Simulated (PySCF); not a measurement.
## Cost of response and excited-state runs on `N1=C(C2=CC=NC=C2)C=CC([Se]C)=C1`, C$_{11}$H$_{10}$N$_{2}$Se

Molfile (atoms numbered from 1):
```
C11H10N2Se
     RDKit          3D

 24 25  0  0  0  0  0  0  0  0999 V2000
    4.8739   -0.4455    0.3398 C   0  0  0  0  0  0  0  0  0  0  0  0
    4.0729    0.9471   -0.7689 Se  0  0  0  0  0  2  0  0  0  0  0  0
    2.2149    0.6174   -0.5030 C   0  0  0  0  0  0  0  0  0  0  0  0
    1.3006    1.4975   -1.0801 C   0  0  0  0  0  0  0  0  0  0  0  0
   -0.0494    1.2932   -0.8881 C   0  0  0  0  0  0  0  0  0  0  0  0
   -0.4693    0.2066   -0.1143 C   0  0  0  0  0  0  0  0  0  0  0  0
   -1.8800   -0.0866    0.1694 C   0  0  0  0  0  0  0  0  0  0  0  0
   -2.9273    0.7610   -0.1933 C   0  0  0  0  0  0  0  0  0  0  0  0
   -4.2238    0.3955    0.1294 C   0  0  0  0  0  0  0  0  0  0  0  0
   -4.5367   -0.7166    0.7711 N   0  0  0  0  0  0  0  0  0  0  0  0
   -3.5463   -1.5220    1.1203 C   0  0  0  0  0  0  0  0  0  0  0  0
   -2.2162   -1.2615    0.8466 C   0  0  0  0  0  0  0  0  0  0  0  0
    0.4167   -0.6365    0.4172 N   0  0  0  0  0  0  0  0  0  0  0  0
    1.7019   -0.4484    0.2334 C   0  0  0  0  0  0  0  0  0  0  0  0
    4.6534   -1.4241   -0.0794 H   0  0  0  0  0  0  0  0  0  0  0  0
    5.9465   -0.2693    0.3220 H   0  0  0  0  0  0  0  0  0  0  0  0
    4.5024   -0.3595    1.3578 H   0  0  0  0  0  0  0  0  0  0  0  0
    1.6568    2.3313   -1.6709 H   0  0  0  0  0  0  0  0  0  0  0  0
   -0.7598    1.9684   -1.3371 H   0  0  0  0  0  0  0  0  0  0  0  0
   -2.7517    1.6903   -0.7112 H   0  0  0  0  0  0  0  0  0  0  0  0
   -5.0597    1.0290   -0.1385 H   0  0  0  0  0  0  0  0  0  0  0  0
   -3.8414   -2.4211    1.6457 H   0  0  0  0  0  0  0  0  0  0  0  0
   -1.4356   -1.9420    1.1446 H   0  0  0  0  0  0  0  0  0  0  0  0
    2.3455   -1.1844    0.6963 H   0  0  0  0  0  0  0  0  0  0  0  0
  1  2  1  0
  2  3  1  0
  3  4  2  0
  4  5  1  0
  5  6  2  0
  6  7  1  0
  7  8  2  0
  8  9  1  0
  9 10  2  0
 10 11  1  0
 11 12  2  0
  6 13  1  0
 13 14  2  0
 14  3  1  0
 12  7  1  0
  1 15  1  0
  1 16  1  0
  1 17  1  0
  4 18  1  0
  5 19  1  0
  8 20  1  0
  9 21  1  0
 11 22  1  0
 12 23  1  0
 14 24  1  0
M  END
```

PySCF with density fitting, on 1 thread of an Arm Neoverse V1, shared host. Command: `OMP_NUM_THREADS=1 python excited_run.py task.json out`

(1) How long does this run take, and how much memory?
- excited states, CAM-B3LYP/def2-SVP; Tamm-Dancoff; spin-orbit couplings; 5 states; 4 triplets; quadratic response for 4 states

Answers

(1) 
| run | level | basis functions | wall time | peak memory (GiB) |
| --- | --- | --- | --- | --- |
| excited states | CAM-B3LYP/def2-SVP | 264 | 3.7 min | 1.5 |

Times from a shared host are rough.
